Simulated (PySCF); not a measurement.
**Worked example: chemical shift, span and skew from a shielding tensor**

cyclotrisilazane (H9N3Si3), SMILES [SiH2]1N[SiH2]N[SiH2]N1. Atoms are numbered in the order given.

```xyz
15

Si     0.2648     1.6822     0.0000
N     -0.2703     0.8332    -1.4345
Si    -0.0967    -0.8912    -1.5831
N      0.4210    -1.4235     0.0000
Si    -0.0967    -0.8912     1.5831
N     -0.2703     0.8332     1.4345
H     -0.3459     3.0419     0.0000
H      1.7493     1.7951     0.0000
H     -0.9183     1.3139    -2.0524
H     -1.3985    -1.4580    -2.0543
H      0.9578    -1.3570    -2.5342
H      1.1506    -2.1322     0.0000
H      0.9578    -1.3570     2.5342
H     -1.3985    -1.4580     2.0543
H     -0.9183     1.3139     2.0524
```
Charge 0, spin multiplicity 1.

Geometry optimised at B3LYP-D3(BJ)/def2-SVP.

GIAO shieldings from HF/pcSseg-1 (PySCF), non-relativistic, no solvent. The symmetric part of the tensor of Si1 has the principal values 403.2, 444.0, 450.7 ppm. The same nucleus in TMS has σ = 393.8 ppm at this level (PySCF, at its B3LYP-D3(BJ)/def2-TZVP geometry).

Task: Work out the isotropic shielding, the ²⁹Si shift against TMS, the span and the skew.

Result: 
σ(iso) = (σ11 + σ22 + σ33)/3 = 432.6 ppm. δ = σ(ref) − σ(iso) = 393.8 − (432.6) = -38.8 ppm.
Span Ω = σ33 − σ11 = 47.5 ppm. Skew κ = 3(σ(iso) − σ22)/Ω = -0.72. Tumbling in solution averages the tensor to δ; in a static solid the shielding alone would spread this spin-1/2 line over Ω.
